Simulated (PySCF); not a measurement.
## Ga(10+): ionisation energy

Ga(10+) [Ar] 3d3 [3d3/2^3, M_J = 3/2] → Ga(11+) [Ar] 3d2 [3d3/2^2, M_J = 2], as a difference of total energies. Calculation: PySCF 2.14, in an even-tempered Gaussian basis (17 s from 0.64 bohr⁻², ratio 2.8; 12 p from 0.83 bohr⁻², ratio 2.8; 8 d from 0.83 bohr⁻², ratio 2.8; 4 f from 3 bohr⁻², ratio 3); the two-component X2C-1e Hamiltonian. Correlated levels: [Ne] frozen; the 70 highest virtual spinors dropped. "Screened" scales the spin-orbit matrix elements by Boettger's factors to mimic the two-electron term; Breit and QED terms are absent.

```
                    method  ionisation energy (eV)
           GHF (spin-free)                  280.54
          GMP2 (spin-free)                  281.01
 GHF (screened spin-orbit)                  280.47
GMP2 (screened spin-orbit)                  280.94
```

Q: How much does correlation contribute at GMP2 (screened spin-orbit)?

A: 280.94 − (280.47) = 0.47 eV, measured against GHF (screened spin-orbit).

The spin-free rows relax to the high-spin LS determinant and lack the spin-orbit shift.

The labels give the starting determinants; with spin-orbit coupling the two ends relaxed to ⟨J²⟩ = 6.39, ⟨L²⟩ = 11.96, ⟨S²⟩ = 3.73 and ⟨J²⟩ = 7.18, ⟨L²⟩ = 11.87, ⟨S²⟩ = 1.96.

The determinant of Ga(10+) and of Ga(11+) mixes levels of different J (the jj label is only the starting occupation), so the difference between spin-free and spin-orbit rows is not the physical spin-orbit shift.

For comparison: 280 ± 2.4 eV (theoretical estimate listed by NIST; NIST Atomic Spectra Database, ionization energies).
